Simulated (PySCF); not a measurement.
## A small calculation by hand: chemical shift, span and skew from a shielding tensor

B(Cl)(Br)(NH2) (BBrClH₂N), SMILES NB(Cl)Br. Atoms are numbered in the order given.

```xyz
6

B      0.4251     0.5897     0.0000
Cl    -0.7487     1.9060     0.0000
Br    -0.1862    -1.2374     0.0000
N      1.7844     0.8602     0.0000
H      2.4840     0.1300     0.0000
H      2.1453     1.8055     0.0000
```

Geometry optimised at PBE0-D3(BJ)/def2-SVP. The values are those of a single conformer.

GIAO shieldings from PySCF with PBE0/pcSseg-1, non-relativistic, no solvent. The symmetric part of the tensor of N4 has the principal values 67.0, 180.4, 213.9 ppm. The same nucleus in NH3 has σ = 267.4 ppm at this level (PySCF, at its B3LYP-D3(BJ)/def2-TZVP geometry). Without spin–orbit terms, shifts of atoms bonded to Cl or Br come out too high.

Question: Work out the isotropic shielding, the ¹⁵N shift against NH3, the span and the skew.

Answer: 
σ(iso) = (σ11 + σ22 + σ33)/3 = 153.8 ppm. δ = σ(ref) − σ(iso) = 267.4 − (153.8) = 113.6 ppm.
Span Ω = σ33 − σ11 = 146.9 ppm. Skew κ = 3(σ(iso) − σ22)/Ω = -0.54. Tumbling in solution averages the tensor to δ; in a static solid the shielding alone would spread this spin-1/2 line over Ω.
